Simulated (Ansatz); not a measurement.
`C[SiH2][O][ZnH]` + `F[CH2][AlH][O][SiH3]` → `C[SiH2][AlH][O][SiH3]` + `FC[O][ZnH]`  (redistribution)

Computed with Ansatz on PBE0-D4/def2-TZVP structures; ΔE is electronic, products minus reactants. CBS: MP2 limit from def2 TZ/QZ plus the TZ coupled-cluster correction, frozen cores. DFT in def2-TZVPP. B3LYP here is the variant with VWN-RPA as its local correlation; programs differ in this. For Zn outer-core shells are correlated without core-valence functions, which leaves a few kJ/mol of doubt a bond. Scalar relativity is left out up to krypton. Each species was taken in one conformer, which may not be the lowest.

```json
{"level": "r2SCAN-D4", "ΔE (eV)": "1.19"}
{"level": "B3LYP-D4", "ΔE (eV)": "1.27"}
{"level": "ωB97X-V", "ΔE (eV)": "1.20"}
{"level": "HF/CBS(def2)", "ΔE (eV)": "1.41"}
```

Question: What does CCSD(T)/CBS give? (An estimate is asked.)

Answer: Ansatz gave: +1.31 eV. The listed levels differ from it by -0.12, -0.04, -0.11, 0.10 eV.

Largest T1 diagnostic among the species: 0.016.

From PBE to PBE0 (25 % exact exchange), in def2-TZVPP and without D4, ΔE moves by +0.07 eV.
